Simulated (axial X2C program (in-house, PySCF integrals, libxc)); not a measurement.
**Potential curves of MgI, two-component**

Calculated with an in-house relativistic program for diatomic molecules. Two-component (2c) means X2C with spin–orbit coupling and atomic mean-field two-electron Coulomb and Gaunt terms. Basis: I dyall-cv3z [11s12p8d4f1g], Mg dyall-cv3z [9s8p6d3f] (cores contracted in-house); Gaussian nuclei, density fitting, unrestricted open shells. Masses: I 126.904 u, Mg 23.985 u.

State: Ω = 1/2 (⟨Sz⟩ = 0.50, ⟨Lz⟩ = 0.00 at HF). Energies in eV from the fragments at the same level (I + Mg). Fits are polynomials in 1 − R0/R over 0.85 to 1.23 times the lowest point R0.

```tsv
R (Å)	HF
2.2585	-0.9863
2.3624	-1.3694
2.4402	-1.5361
2.5181	-1.6253
2.5960	-1.6549
2.6869	-1.6325
2.7777	-1.5653
2.8945	-1.4337
3.0373	-1.2306
3.2450	-0.8990
```

The state is a single determinant with fixed occupations, the lowest that a limited PBE0 search found. De is counted from the lowest determinant-based energies of the atoms at the same level, without counterpoise correction.

Question: Fit the HF curve near its minimum: give the equilibrium distance, the harmonic wavenumber and the well depth.

Answer: At HF, 2c: Re = 2.604 Å, ωe ≈ 313 cm⁻¹, De = 1.66 eV to I + Mg; Be follows as 0.123 cm⁻¹.
